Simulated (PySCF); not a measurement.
A computed series [M(BH4)2]+

Computed with PySCF 2.14.0, PBE0, def2-SVP on the ligands, density fitting, scalar-relativistic core potentials, no spin-orbit coupling, vacuum. Each member is relaxed from one template within its symmetry. Distances are means of the shortest metal–ligand contacts, charges and spins Mulliken's; removal energies are rigid, with the ligand's formal charge and no counterpoise, so too large; for an anion taken off a cation in vacuum most of it is the attraction of opposite charges, and multiply charged cations can part far more cheaply with an electron moved from ligand to metal. lcecp potentials hold a fixed number of 4f electrons in the core, out of states, spins and gaps.

```json
{"metal": "Nd", "basis on the metal": "lcecp-1-SVP with ECP49", "point group": "C2", "M–BH4 (Å)": "2.192", "charge on M (e)": "0.91", "removal of one BH4 (eV)": "13.48", "strongest infrared band, degenerate modes summed (cm⁻¹)": "2196", "unstable modes (below −25 cm⁻¹)": "0"}
{"metal": "Sm", "basis on the metal": "lcecp-1-SVP with ECP51", "point group": "C2", "M–BH4 (Å)": "2.185", "charge on M (e)": "1.09", "removal of one BH4 (eV)": "13.55", "strongest infrared band, degenerate modes summed (cm⁻¹)": "2195", "unstable modes (below −25 cm⁻¹)": "0"}
{"metal": "Gd", "basis on the metal": "lcecp-1-SVP with ECP53", "point group": "C2", "M–BH4 (Å)": "2.163", "charge on M (e)": "1.10", "removal of one BH4 (eV)": "13.72", "strongest infrared band, degenerate modes summed (cm⁻¹)": "2196", "unstable modes (below −25 cm⁻¹)": "0"}
{"metal": "Dy", "basis on the metal": "lcecp-1-SVP with ECP55", "point group": "C2", "M–BH4 (Å)": "2.142", "charge on M (e)": "0.96", "removal of one BH4 (eV)": "13.89", "strongest infrared band, degenerate modes summed (cm⁻¹)": "–", "unstable modes (below −25 cm⁻¹)": "1"}
```

Question: Order these by the M–BH4 distance, lowest first.
A. La, lcecp-1-SVP with ECP46
B. Yb, lcecp-1-SVP with ECP59
C. Bi, def2-SVP with ECP60
D. Ce, lcecp-1-SVP with ECP47
E. Er, lcecp-1-SVP with ECP57

Answer: C (2.046), B (2.105), E (2.122), D (2.241), A (2.259).

Question: What else do they give?

Answer: 
```tsv
metal	basis on the metal	point group	M–BH4 (Å)	charge on M (e)	removal of one BH4 (eV)	strongest infrared band, degenerate modes summed (cm⁻¹)	unstable modes (below −25 cm⁻¹)
La	lcecp-1-SVP with ECP46	C2	2.259	1.15	13.05	2207	0
Ce	lcecp-1-SVP with ECP47	C2	2.241	1.14	13.16	2204	0
Er	lcecp-1-SVP with ECP57	C2	2.122	0.96	14.06	–	1 (soft)
Yb	lcecp-1-SVP with ECP59	C2	2.105	0.91	14.22	2192	0 (lowest -15 cm⁻¹, within noise)
Bi	def2-SVP with ECP60	C2	2.046	0.89	14.65	1965	0
```

From La to Yb the M–BH4 distance shrinks by 0.15 Å, the lanthanide contraction, and the energy to remove one BH4 rises by 1.17 eV.

Members with unstable modes aren't minima as they stand: saddle points kept by symmetry or, where the modes are soft, flat surfaces and noise. One start shape was tried for each, so a minimum needn't be the lowest isomer.
